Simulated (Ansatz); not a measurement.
Molecule: sum formula HSiO, net charge 1, singlet state. 
Geometry from a B3LYP-D3(BJ)/def2-TZVP (Ansatz, a first-principles code) optimisation:
```
Si
O 1 1.4891
H 1 1.4811 2 180.00
```
Charge +1, spin multiplicity 1.

Basis-set convergence of Hartree-Fock and CCSD(T) correlation energies (hartree) with Ansatz. Cores are frozen in the correlated levels unless marked. No spin-orbit coupling. No relativistic terms.

The T1 diagnostic of CCSD in the largest basis is 0.029, which is high, so the coupled-cluster rows are less sure than usual.

| basis | functions | E(HF) | E(corr, CCSD(T)) | rough core time |
|---|---|---|---|---|
| aug-cc-pV(D+d)Z | 64 | -364.01624 | -0.30983 | under 20 s |
| aug-cc-pV(T+d)Z | 124 | -364.05227 | -0.36569 | under 20 s |
| aug-cc-pV(Q+d)Z | 215 | -364.05959 | -0.38460 | 30 s |

Extrapolating the two largest sets (X = 3 and 4) as X^-3: E(corr) = (64·(-0.38460) - 27·(-0.36569))/37 = -0.3984 Eh, an estimate of the basis-set limit. The largest set recovers 96.5 % of it, the smallest 77.8 %.
